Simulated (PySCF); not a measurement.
C₄H₁₀OSi.
SMILES: `O[SiH]1CCCC1`

Method used: TDDFT B3LYP/def2-SVPD, vertical, gas phase, core orbitals frozen in the response (PySCF 2.14.0, density-fitted response routines). Isolated species at its PBE0-D3(BJ)/def2-SVP geometry (one conformer only).

Computed singlets with f of 0.002 or more:

```
state  E (eV)       f
   S1    6.45   0.011
   S2    6.96  0.0059
   S6    7.75   0.047
   S7    8.01   0.014
   S8    8.10  0.0098
   S9    8.22   0.038
  S10    8.30  0.0084
```

Problem. Turn these into Einstein A coefficients, radiative lifetimes, transition dipoles and integrated cross-sections.

Solution. For one non-degenerate pair of states in vacuum, A = 0.6670 f ν̃² s⁻¹ with ν̃ in cm⁻¹, τ = 1/A, |μ|² = 3f / (2ΔE) in atomic units, and the integrated cross-section is ∫σ dE = 109.76 f Mb·eV.

```json
{"state": "S1", "A (s⁻¹)": "2.0×10⁷", "τ": "50 ns", "|μ| (D)": "0.68", "∫σ dE (Mb·eV)": "1.2"}
{"state": "S2", "A (s⁻¹)": "1.2×10⁷", "τ": "80 ns", "|μ| (D)": "0.47", "∫σ dE (Mb·eV)": "0.65"}
{"state": "S6", "A (s⁻¹)": "1.2×10⁸", "τ": "8.1 ns", "|μ| (D)": "1.27", "∫σ dE (Mb·eV)": "5.2"}
{"state": "S7", "A (s⁻¹)": "4.0×10⁷", "τ": "25 ns", "|μ| (D)": "0.68", "∫σ dE (Mb·eV)": "1.6"}
{"state": "S8", "A (s⁻¹)": "2.8×10⁷", "τ": "36 ns", "|μ| (D)": "0.57", "∫σ dE (Mb·eV)": "1.1"}
{"state": "S9", "A (s⁻¹)": "1.1×10⁸", "τ": "8.9 ns", "|μ| (D)": "1.11", "∫σ dE (Mb·eV)": "4.2"}
{"state": "S10", "A (s⁻¹)": "2.5×10⁷", "τ": "40 ns", "|μ| (D)": "0.52", "∫σ dE (Mb·eV)": "0.92"}
```

Leading configurations: S1 H→L (97%); S2 H→L+1 (96%); S6 H-1→L+1 (46%); S7 H→L+4 (86%); S8 H-2→L (83%); S9 H-1→L+2 (79%); S10 H→L+5 (45%) (H = HOMO, L = LUMO).

The rates are for emission to S0 at the absorption energy, with no other channel.

Problem. How much energy does a mole of photons resonant with S6 carry?

Solution. 7.747 eV × 96.485 = 747 kJ/mol (179 kcal/mol).

Problem. Which computed singlets stay under f = 0.002?

Solution. S3 (7.24 eV, f 0.0003), S4 (7.45 eV, f 0.0012) and S5 (7.67 eV, f 0.0002).

Problem. What is the integrated cross-section of all computed states together?

Solution. Σf = 0.137 over S1 to S10, so 109.76 × Σf ≈ 15 Mb·eV.

The vertical ionisation energy (ΔSCF) is 9.57 eV, 1.28 eV above S10.
